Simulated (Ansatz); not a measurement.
Mulliken charges of `C=C=C(F)[SiH2]F` from ωB97M-V/def2-TZVPP in Ansatz (PBE0-D4/def2-TZVP geometry).

| atom | x (Å) | y (Å) | z (Å) | charge (e) |
| --- | --- | --- | --- | --- |
| C1 | -1.196 | -1.659 | 0.824 | -0.180 |
| C2 | -0.168 | -0.935 | 0.499 | 0.041 |
| C3 | 0.808 | -0.145 | 0.140 | -0.037 |
| F4 | 2.096 | -0.472 | 0.412 | -0.195 |
| Si5 | 0.505 | 1.434 | -0.796 | 0.498 |
| F6 | 0.906 | 2.694 | 0.101 | -0.313 |
| H7 | -1.584 | -2.419 | 0.153 | 0.130 |
| H8 | -1.692 | -1.533 | 1.782 | 0.131 |
| H9 | 1.349 | 1.478 | -2.012 | -0.039 |
| H10 | -0.940 | 1.504 | -1.101 | -0.036 |

**Question.** By hand: the dipole of these point charges (1 e Å = 4.8032 D).

**Answer.** Σ q r = (-0.709, -0.398, -0.270) e Å, of length 0.857 e Å = 4.12 D.

**Question.** How does the dipole of the full density compare? (An estimate is asked.)

**Answer.** Ansatz gave: (-0.460, -0.278, -0.121) e Å, 2.65 D; the point charges give 1.55 times that, at 6° from its direction.

Point charges leave out the atoms' own dipoles, such as those of lone pairs, and Mulliken's split depends on the basis, so the two needn't agree.
